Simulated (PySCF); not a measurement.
## Electric field gradients and quadrupole coupling constants

Species: C3H6ClFO2S.
Numbering: `[CH3:1][C@H:2]([F:3])[CH2:4][S:5](=[O:6])(=[O:7])[Cl:8]` (hydrogens: H9, H10, H11 on C1; H12 on C2; H13, H14 on C4)

Structure used (GFN2-xTB), in Å, numbered top down from 1:
```xyz
14
C3H6ClFO2S angstrom
C     -1.6096    0.0592   -0.5428
C     -0.7679    0.1045    0.7180
F     -1.3803    0.9241    1.6506
C      0.6318    0.6369    0.4600
S      1.4928   -0.6764   -0.4233
O      1.3210   -1.9155    0.2586
O      1.2220   -0.6180   -1.8216
Cl     3.4280   -0.1175   -0.1792
H     -2.5850   -0.3687   -0.3250
H     -1.1104   -0.5448   -1.2941
H     -1.7531    1.0667   -0.9282
H     -0.6957   -0.8833    1.1894
H      1.1671    0.8135    1.3885
H      0.6384    1.5187   -0.1731
```

Field gradients from the PBE0/pcSseg-1 density (PySCF, non-relativistic), principal values in atomic units, ordered |Vxx| ≤ |Vyy| ≤ |Vzz|:

```csv
atom,Vxx,Vyy,Vzz
S5,-0.3962,-0.4945,0.8906
O6,-0.4546,-0.8254,1.2800
O7,-0.4601,-0.8416,1.3017
Cl8,-1.6976,-1.9315,3.6290
```

Find the asymmetry η = (Vxx − Vyy)/Vzz and the couplings χ = eQV/h (234.96 MHz × Q in barn × V in au), with Q(33S) = −0.0678 b, Q(17O) = −0.0256 b, Q(35Cl) = −0.0817 b.

```json
{"atom": "S5", "environment": "sulfonyl sulfur", "nucleus": "33S", "η": "0.11", "χzz (MHz)": "-14.19", "χxx (MHz)": "6.31", "χyy (MHz)": "7.88"}
{"atom": "O6", "environment": "sulfonyl oxygen", "nucleus": "17O", "η": "0.29", "χzz (MHz)": "-7.70", "χxx (MHz)": "2.73", "χyy (MHz)": "4.96"}
{"atom": "O7", "environment": "sulfonyl oxygen", "nucleus": "17O", "η": "0.29", "χzz (MHz)": "-7.83", "χxx (MHz)": "2.77", "χyy (MHz)": "5.06"}
{"atom": "Cl8", "environment": "chlorine bonded to S", "nucleus": "35Cl", "η": "0.06", "χzz (MHz)": "-69.67", "χxx (MHz)": "32.59", "χyy (MHz)": "37.08"}
```

What is Vzz at Cl8 in SI units (1 au = 9.71736 × 10²¹ V/m²)?

3.6290 au = 35.265 × 10²¹ V/m².

And the gradient at the other heavy atoms, for which no coupling is worked out here?

```tsv
atom	environment	Vzz (au)	η
C1	methyl carbon	0.100	0.16
C2	sp3 C–F carbon	0.522	0.41
F3	alkyl fluorine	3.083	0.05
C4	sp3 carbon bound to sulfur	0.308	0.19
```

Were the hydrogens deuterons (Q(2H) = 0.00286 b), χzz would run from 182 kHz (H12) to 211 kHz (H9).

Geometry: GFN2-xTB, one conformer, isolated molecule. GFN2-xTB bond lengths can be off by several hundredths of an ångström, more for odd bonds, and the gradients follow them. The basis is small and wasn't made for field gradients, so the couplings can be 20 % off.

The run behind these numbers computed NMR shieldings as well. Rough CPU time on one thread of a shared machine: about 80 s.
